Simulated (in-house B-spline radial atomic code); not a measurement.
Removing one electron from the zirconium ion Zr³⁶⁺

Closed shell [He] 2s2. Computed with an all-electron radial atomic-structure program (B-spline basis): Koopmans values of Dirac-Hartree-Fock plus a diagonal self-energy, in second order or with its direct term screened (direct RPA, with the hole-particle interaction, or full time-dependent Hartree-Fock), linearised in energy; no-pair Dirac-Coulomb Hamiltonian, finite nucleus. Shifts add to the Koopmans value (the ΔSCF shift is orbital relaxation alone); the final value takes TDHF screening with Breit and QED.

Command:
```bash
python run_mb.py task.json out
```
Settings (nuclear radius in fm, box in bohr, cutoff in hartree):
```
basis_form          2
Z                   40
core_configuration  [He] 2s2
rms_radius          4.2694
mass_number         90
speed_of_light      137.036
box_radius          3.164
lmax                7
intervals           58
virtual_cutoff      6400.0
```

Cost of the run: 0.7 s on 1 thread of Intel(R) Xeon(R) 6975P-C, on a shared host.

Energies in eV:

```
subshell  Koopmans  ΔSCF shift  second order  direct RPA  hole-particle  TDHF  Breit + QED  final
   2s1/2   4988.32      -0.301             ?           ?              ?     ?            ?      ?
```

(1) What does the self-energy do to 2s1/2?

Results:

(1) It shifts the removal energy by 5.459 eV in second order, 2.977 with direct RPA, 4.057 with the hole-particle term and 5.496 with TDHF screening (quasi-particle weight 0.987); Breit and QED add -4.611 eV. The final value is 4989.21 eV, against 4991 ± 5 eV (NIST, semi-empirical).
